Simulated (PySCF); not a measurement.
Symmetry of computed structures. Computed, not measured: PySCF, PBE0-D3(BJ)/def2-SVP geometry optimisation, gas phase. The symmetry is that of the one conformer found, every atom within 0.08 Å of its image; none is proved a minimum here. The geometries of the anions come from a basis without diffuse functions.

(1) Point group, rotor type and polarity of `[SiH3:1][S:2][c:3]1[cH:4][cH:5][cH:6][o:7]1` with Si1–S2–C3–C4 180°, H–Si1–S2–C3 62° (nearest H)?

(2) Point group, rotor type and polarity of `[O-]N1C=CC=CB1[N+]#[C-]`?

(3) What symmetry has `[CH3:1][CH2:2][c:3]1[cH:4][cH:5][cH:6][cH:7][n+:8]1[CH3:9]` (charge +1) with C1–C2–C3–C4 0°, H–C9–N8–C7 0° (nearest H)?

(4) What symmetry has `[SiH3:1][n:2]1[cH:3][cH:4][n:5][cH:6]1` with H–Si1–N2–C3 -60° (nearest H)?

(5) Point group, rotor type and polarity of `[O:1]=[C:2]([OH:3])/[CH:4]=[CH:5]\[F:6]` with O1–C2–O3–H 0°, O1–C2–C4–C5 179°?

(6) `[CH2:1]=[CH:2]/[CH:3]=[CH:4]/[C:5]([CH3:6])=[O:7]` with C1–C2–C3–C4 180°, C3–C4–C5–C6 180°, H–C6–C5–C4 -58° (nearest H): symmetry, top, dipole?

Results:

(1) Cs; asymmetric top; symmetry number 1; 2 operations, which sort the 13 atoms into 12 sets; dipole 1.19 D, in the ab plane, which is the mirror; A, B, C = 4364, 1228, 969.4 MHz; heavy atoms equivalent by symmetry: none.

(2) Cs; asymmetric top; symmetry number 1; 2 operations, which sort the 13 atoms into 13 sets; dipole about the centre of mass 5.36 D, in the ab plane, which is the mirror.

(3) Cs; asymmetric top; symmetry number 1; 2 operations, which sort the 21 atoms into 18 sets; dipole about the centre of mass 1.99 D, in the ab plane, which is the mirror; A, B, C = 2495, 1491, 950.0 MHz; heavy atoms equivalent by symmetry: none.

(4) Cs; asymmetric top; symmetry number 1; 2 operations, which sort the 12 atoms into 11 sets; dipole 3.45 D, in the ab plane, which is the mirror; A, B, C = 8751, 2077, 1713 MHz; heavy atoms equivalent by symmetry: none.

(5) Cs; asymmetric top; symmetry number 1; 2 operations, which sort the 9 atoms into 9 sets; dipole 1.73 D, in the ab plane, which is the mirror; heavy atoms equivalent by symmetry: none.

(6) Cs; near-prolate asymmetric top; symmetry number 1; 2 operations, which sort the 15 atoms into 14 sets; dipole 2.84 D, in the ab plane, which is the mirror; heavy atoms equivalent by symmetry: none.
